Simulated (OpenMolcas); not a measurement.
# W IV: effect of the active space

| Quantity | Value |
| --- | --- |
| Program | OpenMolcas |
| Method | MS-CASPT2 or its RAS form, IPEA 0.25 Eh, imaginary shift 0.1 Eh |
| Basis | ANO-RCC-VDZP |
| Scalar Hamiltonian | DKH2, point nucleus |
| Spin-orbit coupling | RASSI with atomic mean-field integrals over the reference wave functions, term energies averaged over their components |

A. 3 electrons in 5 orbitals (5d); 2S+1 = 4 even, 10 roots; 2S+1 = 2 even, 40 roots; closed shells correlated: 5s 5p; CASPT2 step roughly 6 core-seconds
B. 3 electrons in 9 orbitals (RAS2 5d 6s; RAS3 6p, at most 2 electrons); 2S+1 = 4 even, 20 roots; 2S+1 = 2 even, 70 roots kept (CI in the orbitals of an earlier block); 2S+1 = 4 odd, 45 roots; 2S+1 = 2 odd, 90 roots kept (CI in the orbitals of an earlier block, 80 in the spin-orbit step); closed shells correlated: 5s 5p; CASPT2 step about 4 core-minutes

Energies in cm⁻¹ above 5d³ ⁴F_3/2, the measured ground level; measured values from the list in J. Phys. B 45, 035001 (2012).

```tsv
Level	A	B	Measured
5d³ ⁴F_3/2	0.0	0.0	0.0
5d³ ⁴F_5/2	4230	4440	3537
5d³ ⁴F_7/2	7960	8250	6745
5d³ ⁴F_9/2 [69 %]	10800	11090	9256
5d³ ⁴P_1/2 [62 %]	13370	13260	11773
5d³ ²G_7/2	17660	17960	15261
5d³ ²H_9/2 [54 %]	18790	19140	
5d³ ⁴P_5/2	19190	19330	17190
5d³ ²P_1/2 [62 %]	21690	21430	18365
5d³ ²H_11/2	25570	26120	22223
5d³ ²D_5/2(1)	26380	26200	22766
5d³ ²G_9/2 [52 %]	27860	28510	
5d³ ²P_3/2 [54 %]	29590	29440	
5d³ ²F_5/2	32530	31440	27938
5d³ ²F_7/2	32750	32230	28412
5d³ ²D_5/2(2) [65 %]	48700	47800	43287
5d³ ²D_3/2(2)	48800	48820
```

Deviations, from unrounded energies. A percentage is the sum of absolute deviations over the sum of measured energies, with the sign that they share, or ± where signs differ.

```tsv
Against measurement	Levels	A	B
mean absolute deviation (cm-1)	12	2800	2700
fine structure of the ground term (%)	3	+17.6	+21.7
other terms of the ground configuration (%)	9	+14.8	+13.8
```

A, B lie about equally close to measurement. The largest miss of B in the table is 5d³ ²D_5/2(2) [65 %], by +4500 cm-1. The ranking rests on the paired levels alone, and a cruder setting can come out closer through cancelling errors.

Between A and B the level of the table that moves most is 5d³ ²F_5/2, by 1100 cm-1 (lowest in B, highest in A). Moves below CASPT2's spread within the term are not significant.

Term energies are means over components that CASPT2 splits; among the terms shown or strongly mixed into the levels shown the widest spread is 320 cm-1 (5d³ ⁴F, A). Some terms miss by over 15 % even with CASPT2, which points to a basis or an active space too small for the shells correlated. The basis is small and was not contracted for so high a charge. Blocks of more than 70 roots (2S+1 = 2 odd) ran without multistate coupling (holds for B). Some high roots are left out of the spin-orbit mixing, which shifts the levels that they would mix with (holds for B). Terms from blocks run as CI alone lack orbitals of their own (holds for B). Measured partners are found by configuration, term and J. A level has none where our copy of the source lacks it or the pairing is in doubt (some pairs that miss far off the trend of their configuration count as doubtful), and it then counts in no deviation. Levels of configurations outside the active space are missing. Levels that lie high or do not pair safely by name in every column are left out.

A share in square brackets marks a mixed level and gives the weight of the term that names it, the lowest over the columns. A number in round brackets counts repeated terms of one configuration in the order of the reference energies.
